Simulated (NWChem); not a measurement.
System: C2H8GaN; SMILES [CH3][Ga]([CH3])[NH2]

NWChem printed, in part:

```
             Northwest Computational Chemistry Package (NWChem) 7.3.0
             --------------------------------------------------------

                             Geometry "geometry" -> ""
                             -------------------------

 Output coordinates in angstroms (scale by  1.889725989 to convert to a.u.)

  No.       Tag          Charge          X              Y              Z
 ---- ---------------- ---------- -------------- -------------- --------------
    1 Ga                  31.0000     0.01406900    -0.00353200    -0.00944800
    2 C                    6.0000    -0.91264400    -1.74060400    -0.01427400
    3 H                    1.0000    -0.21122300    -2.58326000    -0.10455300
    4 H                    1.0000    -1.62699200    -1.79605300    -0.85119100
    5 H                    1.0000    -1.49214100    -1.87379800     0.91327400
    6 C                    6.0000    -0.85384000     1.75826700     0.12861400
    7 H                    1.0000    -1.57034300     1.90209600    -0.69586400
    8 H                    1.0000    -0.12500300     2.58170100     0.09802400
    9 H                    1.0000    -1.42373100     1.83818600     1.06814000
   10 N                    7.0000     1.82867600    -0.02714000    -0.15210800
   11 H                    1.0000     2.41297800     0.80012900    -0.15501100
   12 H                    1.0000     2.38694900    -0.86894600    -0.22571700

 Effective nuclear repulsion energy (a.u.)     276.9141794948

                              NWChem Property Module
                              ----------------------

  itol2e modified to match energy
  convergence criterion.

                                 NWChem DFT Module
                                 -----------------

 Summary of "ao basis" -> "ao basis" (spherical)
 ------------------------------------------------------------------------------
       Tag                 Description            Shells   Functions and Types
 ---------------- ------------------------------  ------  ---------------------
 Ga                         6-311g**                18       44   8s7p3d
 C                          6-311g**                 8       18   4s3p1d
 H                          6-311g**                 4        6   3s1p
 N                          6-311g**                 8       18   4s3p1d

  itol2e modified to match energy
  convergence criterion.

            General Information
            -------------------
          SCF calculation type: DFT
          Wavefunction type:  closed shell.
          No. of atoms     :    12
          No. of electrons :    58
           Alpha electrons :    29
            Beta electrons :    29
          Charge           :     0
          Spin multiplicity:     1
          Use of symmetry is: off; symmetry adaption is: off
          Maximum number of iterations: 150
          AO basis - number of functions:   146
                     number of shells:    74
          Convergence on energy requested:  1.00D-07
          Convergence on density requested:  1.00D-05
          Convergence on gradient requested:  5.00D-04

              XC Information
              --------------
                         B3LYP Method XC Potential
                     Hartree-Fock (Exact) Exchange  0.200
                        Slater Exchange Functional  0.800 local
                    Becke 1988 Exchange Functional  0.720 non-local
              Lee-Yang-Parr Correlation Functional  0.810
                  VWN I RPA Correlation Functional  0.190 local

             Grid Information
             ----------------
          Grid used for XC integration:  fine
          Radial quadrature: Mura-Knowles
          Angular quadrature: Lebedev.
          Tag              B.-S. Rad. Rad. Pts. Rad. Cut. Ang. Pts.
          ---              ---------- --------- --------- ---------
          Ga                  1.30      140          10.0       974
          C                   0.70       70          12.0       590
          H                   0.35       60          13.0       590
          N                   0.65       70          11.0       590
          Grid pruning is: on
          Number of quadrature shells:   830
          Spatial weights used:  Erf1

      Superposition of Atomic Density Guess
      -------------------------------------

 Sum of atomic energies:       -2056.82442219

      Non-variational initial energy
      ------------------------------

 Total energy =   -2058.798172
 1-e energy   =   -3414.143737
 2-e energy   =    1078.431385
 HOMO         =      -0.331016
 LUMO         =       0.011218

   convergence    iter        energy       DeltaE   RMS-Dens  Diis-err
 ---------------- ----- ----------------- --------- --------- ---------
 d= 0,ls=0.0,diis     1  -2060.6476029766 -2.34D+03  5.78D-03  3.35D+00
 d= 0,ls=0.0,diis     2  -2060.6272907122  2.03D-02  5.49D-03  8.46D-01
 d= 0,ls=0.0,diis     3  -2060.6157796389  1.15D-02  2.61D-03  1.07D+00
 d= 0,ls=0.0,diis     4  -2060.7223325237 -1.07D-01  3.55D-04  1.19D-02
 d= 0,ls=0.0,diis     5  -2060.7231257486 -7.93D-04  1.76D-04  2.44D-03
  Resetting Diis
 d= 0,ls=0.0,diis     6  -2060.7233599008 -2.34D-04  2.71D-05  3.00D-05
 d= 0,ls=0.0,diis     7  -2060.7233625730 -2.67D-06  1.97D-05  7.43D-06
 d= 0,ls=0.0,diis     8  -2060.7233619585  6.14D-07  1.03D-05  1.89D-05
 d= 0,ls=0.0,diis     9  -2060.7233631428 -1.18D-06  1.27D-06  6.86D-08
 d= 0,ls=0.0,diis    10  -2060.7233631503 -7.49D-09  3.15D-07  8.38D-09

         Total DFT energy =    -2060.723363150300
      One electron energy =    -3418.789627795392
           Coulomb energy =     1177.084800902594
    Exchange-Corr. energy =      -95.932715752333
 Nuclear repulsion energy =      276.914179494830

 Numeric. integr. density =       57.999991375752

                       DFT Final Molecular Orbital Analysis
                       ------------------------------------

 Vector   27  Occ=2.000000D+00  E=-3.118094D-01
              MO Center=  2.9D-02, -4.3D-03, -1.2D-02, r^2= 3.9D+00
   Bfn.  Coefficient  Atom+Function         Bfn.  Coefficient  Atom+Function
  ----- ------------  ---------------      ----- ------------  ---------------
     7      0.228546   1 Ga s               123      0.218478  10 N  px
   126     -0.201659  10 N  s               127      0.197316  10 N  px
    21     -0.157255   1 Ga px              119      0.148911  10 N  px
    34      0.134886   1 Ga d  2             15      0.127324   1 Ga px
    51      0.122185   2 C  px               88     -0.121927   6 C  py

 Vector   28  Occ=2.000000D+00  E=-2.688341D-01
              MO Center= -6.2D-01,  6.2D-03,  3.8D-02, r^2= 3.7D+00
   Bfn.  Coefficient  Atom+Function         Bfn.  Coefficient  Atom+Function
  ----- ------------  ---------------      ----- ------------  ---------------
    88     -0.215578   6 C  py               52     -0.212833   2 C  py
    92     -0.208103   6 C  py               56     -0.204906   2 C  py
    22      0.201981   1 Ga py               54     -0.158874   2 C  s
    90      0.158975   6 C  s                16     -0.149667   1 Ga py
    84     -0.145920   6 C  py               48     -0.144076   2 C  py

 Vector   29  Occ=2.000000D+00  E=-2.452173D-01
              MO Center=  1.7D+00, -2.5D-02, -1.4D-01, r^2= 1.4D+00
   Bfn.  Coefficient  Atom+Function         Bfn.  Coefficient  Atom+Function
  ----- ------------  ---------------      ----- ------------  ---------------
   129      0.452342  10 N  pz              125      0.365158  10 N  pz
   121      0.259314  10 N  pz               29      0.122921   1 Ga pz
    23      0.095438   1 Ga pz               26      0.076143   1 Ga pz
    33      0.074300   1 Ga d  1             17     -0.065128   1 Ga pz
    71      0.063221   4 H  s               101      0.062997   7 H  s

 Vector   30  Occ=0.000000D+00  E=-1.409819D-03
              MO Center=  1.2D-01, -5.9D-03,  4.0D-03, r^2= 4.9D+00
   Bfn.  Coefficient  Atom+Function         Bfn.  Coefficient  Atom+Function
  ----- ------------  ---------------      ----- ------------  ---------------
    29      0.610891   1 Ga pz               26      0.435256   1 Ga pz
   129     -0.289242  10 N  pz               23      0.229887   1 Ga pz
    17     -0.164304   1 Ga pz               71      0.164916   4 H  s
   101      0.163968   7 H  s               113     -0.157518   9 H  s
    77     -0.156598   5 H  s               125     -0.155578  10 N  pz

 Vector   31  Occ=0.000000D+00  E= 1.556650D-02
              MO Center=  5.1D-01, -9.8D-03, -6.7D-02, r^2= 7.9D+00
   Bfn.  Coefficient  Atom+Function         Bfn.  Coefficient  Atom+Function
  ----- ------------  ---------------      ----- ------------  ---------------
    54      0.987367   2 C  s                90      0.986902   6 C  s
     8     -0.750844   1 Ga s               126      0.586581  10 N  s
    77     -0.375386   5 H  s               113     -0.375350   9 H  s
    71     -0.371622   4 H  s               101     -0.371425   7 H  s
    27     -0.332435   1 Ga px              137     -0.289518  11 H  s

[...]

          -----------------------------------------
          Chemical Shielding Tensors (GIAO, in ppm)
          -----------------------------------------

                                NWChem CPHF Module
                                ------------------

  scftype          =     RHF
  nclosed          =       29
  nopen            =        0
  variables        =     3393
  # of vectors     =        3
  tolerance        = 0.10D-03
  level shift      = 0.00D+00
  max iterations   =       50
  max subspace     =       30

 SCF residual:    3.3005318033216231E-005

Iterative solution of linear equations
  No. of variables     3393
  No. of equations        3
  Maximum subspace       30
        Iterations       50
       Convergence  1.0D-04

   iter   nsub   residual    time
   ----  ------  --------  ---------
     1      3    4.43D-01     108.5
     2      6    1.86D-02     118.0
     3      9    6.98D-04     127.5
     4     12    2.46D-05     136.9

      Atom:    1  Ga
        Diamagnetic
   2640.7195      0.0438     -0.0722
      0.0438   2643.0056      0.1346
     -0.0722      0.1346   2639.7486

        Paramagnetic
  -1596.2991      3.6251      8.8393
      3.6251  -1372.6159      4.3504
      8.8393      4.3504  -1482.8402

        Total Shielding Tensor
   1044.4204      3.6689      8.7671
      3.6689   1270.3896      4.4849
      8.7671      4.4849   1156.9084

           isotropic =    1157.2395
          anisotropy =     170.0977

          Principal Components and Axis System
                 1           2           3
             1270.6380   1157.3876   1043.6928

      1         0.0178      0.0760      0.9970
      2         0.9990     -0.0420     -0.0146
      3         0.0408      0.9962     -0.0766

      Atom:    2  C
        Diamagnetic
    244.9059      6.7212     -0.0245
      6.7212    255.1706      0.1125
     -0.0245      0.1125    240.7810

        Paramagnetic
    -64.5993     -4.7474      1.0396
     -4.7474    -57.0282      0.0216
      1.0396      0.0216    -48.7725

        Total Shielding Tensor
    180.3066      1.9738      1.0151
      1.9738    198.1424      0.1341
      1.0151      0.1341    192.0085

           isotropic =     190.1525
          anisotropy =      12.3227

          Principal Components and Axis System
                 1           2           3
              198.3677    192.0815    180.0084

      1         0.1107      0.0779      0.9908
      2         0.9931     -0.0474     -0.1072
      3         0.0386      0.9958     -0.0826

      Atom:    3  H
        Diamagnetic
     28.1995     -4.7682     -0.6555
     -4.7682     38.3707      1.0605
     -0.6555      1.0605     22.4545

        Paramagnetic
      2.7163      1.6029      0.2073
      1.6029     -0.4467     -0.3374
      0.2073     -0.3374      4.4628

        Total Shielding Tensor
     30.9158     -3.1654     -0.4482
     -3.1654     37.9240      0.7231
     -0.4482      0.7231     26.9172

           isotropic =      31.9190
          anisotropy =      10.9199

          Principal Components and Axis System
                 1           2           3
               39.1989     29.7066     26.8516

      1        -0.3593      0.9301      0.0761
      2         0.9307      0.3631     -0.0433
      3         0.0679     -0.0553      0.9962

      Atom:    4  H
        Diamagnetic
     30.9302      4.0838      7.6981
      4.0838     27.1589      2.3705
      7.6981      2.3705     30.2529

        Paramagnetic
      2.0267     -1.6282     -2.4344
     -1.6282      2.9044     -0.5469
     -2.4344     -0.5469      2.4657

        Total Shielding Tensor
     32.9569      2.4556      5.2638
      2.4556     30.0633      1.8236
      5.2638      1.8236     32.7186

           isotropic =      31.9129
          anisotropy =      10.8089

          Principal Components and Axis System
                 1           2           3
               39.1188     29.1460     27.4739

      1         0.6859     -0.0539     -0.7257
      2         0.3178      0.9193      0.2321
      3         0.6546     -0.3899      0.6477

      Atom:    5  H
        Diamagnetic
     28.6531      4.2997     -7.1183
      4.2997     27.6526     -3.3484
     -7.1183     -3.3484     32.0351

        Paramagnetic
      2.7479     -1.7294      2.2563
     -1.7294      2.7831      0.8646
      2.2563      0.8646      1.8663

        Total Shielding Tensor
     31.4010      2.5702     -4.8619
      2.5702     30.4357     -2.4838
     -4.8619     -2.4838     33.9013

           isotropic =      31.9127
          anisotropy =      10.8062

          Principal Components and Axis System
                 1           2           3
               39.1168     29.1403     27.4809

      1        -0.5804      0.0110      0.8142
      2        -0.3782      0.8819     -0.2815
      3         0.7212      0.4713      0.5077

      Atom:    6  N
        Diamagnetic
    334.9388     -0.1486     -2.9318
     -0.1486    318.3305      0.9827
     -2.9318      0.9827    296.1369

        Paramagnetic
    -83.7988     -1.7154      0.4610
     -1.7154   -186.9338     -4.5655
      0.4610     -4.5655    -78.0869

        Total Shielding Tensor
    251.1400     -1.8640     -2.4708
     -1.8640    131.3967     -3.5828
     -2.4708     -3.5828    218.0500

           isotropic =     200.1956
          anisotropy =      76.7237

          Principal Components and Axis System
                 1           2           3
              251.3447    218.0254    131.2166

      1         0.9973      0.0719      0.0164
      2        -0.0133     -0.0428      0.9990
      3        -0.0726      0.9965      0.0417

      Atom:    7  H
        Diamagnetic
     36.3263      9.6255     -0.7124
      9.6255     35.3204     -0.0264
     -0.7124     -0.0264     20.6952

        Paramagnetic
     -1.3509     -3.1781      0.1847
     -3.1781     -4.5547     -0.1232
      0.1847     -0.1232      3.1464

        Total Shielding Tensor
     34.9754      6.4474     -0.5277
      6.4474     30.7656     -0.1496
     -0.5277     -0.1496     23.8415

           isotropic =      29.8608
          anisotropy =      14.7131

          Principal Components and Axis System
                 1           2           3
               39.6696     26.1038     23.8092

      1         0.8093     -0.5827      0.0746
      2         0.5865      0.8085     -0.0478
      3        -0.0325      0.0824      0.9961
```

Level: B3LYP/6-311G** (spherical d), GIAO. Coordinates come from a PBE0/def2-SVP optimisation. The output numbers the shielded atoms by their place in the input's list. The printed shielding anisotropy is the first printed principal value minus the mean of the other two.

**Question.** Reconstruct the input file.

**Answer.** One answer among several that fit: the input that was run:
```
start job
memory heap 200 mb stack 900 mb global 1100 mb
geometry units angstroms noautosym nocenter noautoz
  Ga     0.014069    -0.003532    -0.009448
  C     -0.912644    -1.740604    -0.014274
  H     -0.211223    -2.583260    -0.104553
  H     -1.626992    -1.796053    -0.851191
  H     -1.492141    -1.873798     0.913274
  C     -0.853840     1.758267     0.128614
  H     -1.570343     1.902096    -0.695864
  H     -0.125003     2.581701     0.098024
  H     -1.423731     1.838186     1.068140
  N      1.828676    -0.027140    -0.152108
  H      2.412978     0.800129    -0.155011
  H      2.386949    -0.868946    -0.225717
end
basis spherical
  Ga library 6-311g**
  C library 6-311g**
  H library 6-311g**
  N library 6-311g**
end
dft
  xc b3lyp
  iterations 150
end
property
  shielding 7 1 2 3 4 5 10 11
end
task dft property
```
